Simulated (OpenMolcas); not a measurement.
## Sn III: terms and fine structure

| Item | Value |
| --- | --- |
| Program | OpenMolcas 26.06 |
| Method | SS-RASPT2, IPEA 0.25 Eh, imaginary shift 0.1 Eh (closed shells correlated: 4d) |
| Basis | ANO-RCC-VTZP [7s6p4d2f1g] |
| Scalar Hamiltonian | DKH2, point nucleus |
| Active space | 2 electrons in 9 orbitals (RAS2 5s 5p; RAS3 5d, at most 2 electrons) |
| State averaging | 2S+1 = 3 even, 3 roots; 2S+1 = 1 even, 7 roots; 2S+1 = 3 odd, 3 roots; 2S+1 = 1 odd, 3 roots |
| Spin-orbit coupling | RASSI with atomic mean-field integrals over the reference wave functions, term energies averaged over their components |

With spin-orbit coupling, above the lowest level:

| Configuration | Term | J | E (cm-1) | Measured (cm-1) | g | Term weight % |
| --- | --- | --- | --- | --- | --- | --- |
| 5s2 | 1S | 0 | 0.0 | 0.0 |  | 100 |
| 5s 5p | 3P* | 0 | 53740 | 53548 |  | 100 |
| 5s 5p | 3P* | 1 | 55150 | 55196 | 1.498 | 99 |
| 5s 5p | 3P* | 2 | 58460 | 59229 | 1.501 | 100 |
| 5s 5p | 1P* | 1 | 78810 | 79911 | 1.003 | 99 |

Against the 4 measured excited levels shown (Moore, Atomic Energy Levels, vol. III, NSRDS-NBS 35 (1971 reprint of NBS Circular 467, 1958)) the mean absolute deviation is 530 cm-1; the largest miss in energy is 5s 5p 1P* 1: computed 78810, measured 79911 cm-1 (-1.4 %).

Spin-orbit coupling puts the lowest level 5.1 cm-1 below the lowest spin-free term.

Active for correlation alone: 5d; no level in the range computed is led by a configuration that fills it, so any true level of that kind is missing. Computed and measured levels are paired by configuration, term and J; levels that our copy of the source lacks, or whose pairing is in doubt (as where it misses far off the trend of its configuration), stay unpaired and out of the deviations. Only configurations of the active space appear. The first state left out of the spin-orbit step lies near 150000 cm-1 above the lowest spin-free state of the reference (among the parities and spins computed), and the list stops at four fifths of that energy or lower.

The term weight is that of the spin-free term in the level, not the purity of its configuration. * marks odd parity.
